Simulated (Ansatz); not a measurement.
BBrF2H2OSi (`BO[Si](F)(F)Br`). The species carries charge 0 and has multiplicity 1.

```xyz
8

B     0.027    0.768    1.427
O     0.251   -0.293    0.612
Si    0.058   -0.701   -0.937
F     1.463   -1.094   -1.518
F    -0.860   -1.974   -0.996
Br   -0.814    0.880   -2.147
H     0.330    0.647    2.577
H    -0.455    1.769    0.982
```

Problem. List the harmonic frequencies (cm⁻¹, unscaled) at PBE0-D4/def2-TZVP in Ansatz. (Estimate.)

Solution. Computed: 48, 117, 196, 208, 233, 286, 325, 358, 487, 784, 941, 999, 1017, 1062, 1241, 1379, 2576, 2678.

Problem. Is this a minimum?

Solution. Yes, all 18 modes are real.

Problem. Give the ideal-gas thermochemistry at 298.15 K and 1 bar (rigid rotor, harmonic oscillator; point group Cs, symmetry number 1).

Solution. Zero-point energy 89.3 kJ/mol; H(298) − E = 111.9 kJ/mol; entropy 374.8 J/(mol·K), of which translation 173.3, rotation 120.5, vibration 81.1; G(298) − E = 0.2 kJ/mol. Modes under 100 cm⁻¹ are hindered rotations or soft bends, so the harmonic entropy is rough.
